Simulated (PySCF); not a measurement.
## 1,4-difluorobenzene: removing and adding an electron

Parent: 1,4-difluorobenzene, `Fc1ccc(F)cc1` (C6H4F2). Non-hydrogen atoms are numbered in `[F:1][c:2]1[cH:3][cH:4][c:5]([F:6])[cH:7][cH:8]1`. These are map numbers, not IUPAC locants.

Computed at ωB97X-D3(BJ)/ma-def2-TZVP // PBE0-D3(BJ)/ma-def2-SVP with PySCF (density fitting, grid level 2). Zero-point and thermal terms (298.15 K, 1 bar) come from unscaled GFN2-xTB harmonic frequencies, with soft modes damped to free rotors in the entropy. These were taken at the GFN2-xTB minima.

Frontier levels of the parent: HOMO -9.36 eV, LUMO 1.08 eV.

Oxidation to the radical cation:
```
Vertical ionisation energy (electronic)              : 9.23 eV
Adiabatic ionisation energy (with zero-point energy) : 8.95 eV
Adiabatic, electronic part                           : 8.99 eV
Vertical gap at the product's structure              : 8.66 eV
Inner reorganisation energy (four-point)             : 569 meV
Relaxation of product / of parent                    : 235 / 334 meV
⟨S²⟩ of the product                                  : 0.768
Largest spin populations                             : C5 0.34, C2 0.34, F1 0.09, F6 0.09
Largest changes of atomic charge                     : C2 0.15, C5 0.15, F6 0.13, F1 0.13
Distances that move most (Å)                         : F1–C2 1.338 → 1.288; C5–F6 1.338 → 1.288; C2–C3 1.390 → 1.425; C4–C5 1.390 → 1.425
Potential in acetonitrile                            : 6.67 V absolute, 2.12 V against Fc+/Fc computed at 4.54 V (solvation -14 → -232 kJ/mol)
```

Reduction to the radical anion:
```
Vertical electron affinity (electronic)              : -0.92 eV
Adiabatic electron affinity (with zero-point energy) : -0.53 eV
Adiabatic, electronic part                           : -0.70 eV
Vertical gap at the product's structure              : -0.50 eV
⟨S²⟩ of the product                                  : 0.768
Largest spin populations                             : C4 0.31, C8 0.31, C7 0.31, C3 0.31
Largest changes of atomic charge                     : C8 -0.17, C4 -0.17, C3 -0.17, C7 -0.17
Distances that move most (Å)                         : C7–C8 1.394 → 1.455; C3–C4 1.394 → 1.455; C5–F6 1.338 → 1.370; F1–C2 1.338 → 1.370
Potential in acetonitrile                            : 1.55 V absolute, -3.00 V against Fc+/Fc computed at 4.54 V (solvation -14 → -211 kJ/mol)
```

Solvents are IEF-PCM continua (electrostatics only, gas-phase structures); absolute potentials refer to an electron at rest in vacuum. Fc+/Fc in acetonitrile, 4.54 V, is ωB97X-D3(BJ)/ma-def2-TZVP on PBE0-D3(BJ)/def2-SVP structures with GFN2-xTB thermal terms. Benchmark calculations put it near 5.0 V in acetonitrile and DMSO, so it is about 0.5 V low, and the value against it can read up to that much too high.

Measured values (NIST Chemistry WebBook, evaluated or the median of agreeing entries): vertical ionisation energy 9.34 eV (computed 9.23, difference -0.12); adiabatic ionisation energy 9.16 eV (computed 8.95, difference -0.21).

Caveats: the gas-phase radical anion comes out unbound at this level, so its gas-phase values hang on the basis; a negative vertical affinity means that the electron isn't bound at that structure, so the value and what is derived from it hang on the basis.

Differences come from unrounded values, so a last digit can differ from that of the printed terms.
